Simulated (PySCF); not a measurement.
# What a mistake does to a calculation on AlBH2NO

These are calculations, not measurements. They come from PySCF 2.14.0, an open-source quantum chemistry program, on an isolated molecule that a program drew, which may never have been made. The molecule is AlBH2NO (charge 0, doublet), drawn as the SMILES string `[BH][N]=[Al][OH]`.

Each row is a Hartree-Fock (HF) and frozen-core CCSD(T) single point in the cc-pV(D+d)Z basis, meant for a local HF minimum. Run 1 is clean. Each other run has one planted mistake out of seven kinds, and not every kind appears here: one electron removed, one electron added, multiplicity raised by two, geometry at a saddle point, minimal basis STO-3G, one bond length entered in bohr, all coordinates scaled. The reference is restricted for singlets and unrestricted otherwise, and also for a bond in bohr. Adding or removing an electron swaps singlet and doublet. Electrons count all cores. HOMO and LUMO are orbital energies over both spins, the gradient is its largest component, and the lowest frequency (negative if imaginary) is given only where the gradient is small. Bond lengths are over the 5 bonds as drawn. T1 is the CCSD diagnostic: over 0.02 (restricted) or 0.045 (unrestricted) a single reference is doubtful.

Geometry of the clean run:
```xyz
6
AlBH2NO, angstrom
B     0.4260   -0.6498   -2.7616
N     0.1917    0.0482   -1.7547
Al   -0.1038    1.2056   -0.4386
O    -0.5348    0.6556    1.1042
H     0.6442   -1.3163   -3.7019
H    -0.6465   -0.2413    1.3765
```

```
run  electrons  basis functions  <S^2>  HOMO (eV)  LUMO (eV)  gradient (hartree/bohr)  lowest frequency (cm^-1)  mean bond (Å)  longest bond (Å)      T1  HF (hartree)  CCSD(T) (hartree)                     mistake
  1         35               75  0.752      -8.43       1.44                  1.6e-05                       119         1.3671             1.777  0.0181    -397.17125         -397.67031                    no fault
  2         36               75  0.000      -0.10       7.47                  7.6e-02                         -         1.3671             1.777  0.0193    -397.14413         -397.68454          one electron added
  3         35               26  0.753      -5.32       7.01                  6.2e-02                         -         1.3671             1.777  0.0230    -392.15747         -392.36375        minimal basis STO-3G
  4         35               75  3.766      -5.08      -0.40                  1.6e-01                         -         1.3671             1.777  0.0302    -396.98828         -397.45069  multiplicity raised by two
  5         35               75  1.506      -8.58       1.29                  2.1e-02                         -         1.5758             2.217  0.0643    -397.04023         -397.53844                           ?
```

**Which mistake was planted in run 5, and what did it cost?**

The mean bond changes by a factor of 1.153 and the longest by 1.248, so the molecule wasn't scaled as a whole. A length L in bohr read as angstrom grows by (1/0.5292 - 1) L = 0.890 L. The 5 bonds together grew by 5 x 0.2087 = 1.044 Å, which gives L = 1.173 Å. That is bond B1-H5, 1.173 Å in the clean geometry. So the mistake is: one bond length entered in bohr. Subtracting run 1 and multiplying by 627.51 kcal/mol a hartree, the energy moved by 82.2 kcal/mol in HF and 82.7 kcal/mol in CCSD(T).

Cautions from the logs. Run 5: T1 is over the limit, so its CCSD(T) energy is less reliable.
